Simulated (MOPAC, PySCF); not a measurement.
CH$_{6}$OSi, SMILES `O([SiH3])C`, neutral singlet in the gas phase. 

Cartesian coordinates (Å):
```xyz
9

C     -1.3346    -0.2430     0.0951
O     -0.0834    -0.7188    -0.3423
Si     1.2994     0.1436    -0.1386
H     -2.0906    -0.9896    -0.1525
H     -1.3468    -0.0831     1.1797
H     -1.6016     0.6985    -0.3992
H      1.2103     1.4603    -0.8307
H      2.3920    -0.6702    -0.7178
H      1.5552     0.4023     1.3065
```
Charge 0, multiplicity 1.

All levels are single points at this geometry (PBE0-D3(BJ)/def2-TZVP); Pople sets use spherical d functions. Orbital energies aren't observables, and empty levels follow the basis.

| level | HOMO (eV) | LUMO (eV) | gap (eV) | dipole (D) | vertical IE, Delta-SCF (eV) |
|---|---|---|---|---|---|
| PBE-D3(BJ)/def2-TZVP in PySCF | -6.66 | -0.57 | 6.09 | 1.05 | 10.10 |
| PBE0-D3(BJ)/def2-TZVP in PySCF | -8.18 | 0.30 | 8.48 | 1.10 | 10.42 |
| ωB97X-D3(BJ)/def2-TZVP in PySCF | -10.72 | 2.27 | 12.99 | 1.14 | 10.75 |
| B3LYP/3-21G in PySCF | -7.28 | 0.94 | 8.21 | 1.36 | – |
| B3LYP/6-31G* in PySCF | -7.67 | 0.56 | 8.23 | 1.18 | 10.31 |
| B3LYP/LANL2DZ in PySCF | -7.54 | 0.57 | 8.11 | 1.60 | – |
| M06-2X/6-31G* in PySCF | -9.45 | 1.53 | 10.99 | 1.20 | – |
| PBE/6-31G* in PySCF | -6.34 | -0.13 | 6.22 | 1.13 | 9.96 |
| SVWN5/6-31G* in PySCF | -6.40 | -0.37 | 6.03 | 1.16 | 10.04 |
| HF/3-21G in PySCF | -11.57 | 4.49 | 16.06 | 1.59 | – |
| AM1 in MOPAC | -10.73 | 1.13 | 11.86 | 1.19 | – |
| PM3 in MOPAC | -9.94 | 0.86 | 10.80 | 1.05 | – |
| PM6 in MOPAC | -10.92 | 0.08 | 11.00 | 2.17 | – |
